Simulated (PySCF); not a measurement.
B₂O₃, SMILES O=BOB=O. Heavy atoms are numbered as in [O:1]=[B:2][O:3][B:4]=[O:5].

Coordinates come from a PBE0-D3(BJ)/def2-SVP optimisation. One conformer was computed; it need not be the lowest.

Calculation: PBE0/pcSseg-2 (PySCF).

GIAO shieldings, no solvent; atoms alike by connectivity are averaged. δ = σ(ref) − σ: ¹⁷O against H2O (σ = 327.8 ppm); ¹¹B against BF3 (σ = 88.8 ppm), references at their B3LYP-D3(BJ)/def2-TZVP geometries, non-relativistic.

```json
[
 {"nucleus": "¹⁷O", "atoms": "O1", "count": "2", "δ (ppm)": "151.3"},
 {"nucleus": "¹⁷O", "atoms": "O3", "count": "1", "δ (ppm)": "2.5"},
 {"nucleus": "¹¹B", "atoms": "B2", "count": "2", "δ (ppm)": "-7.2"}
]
```
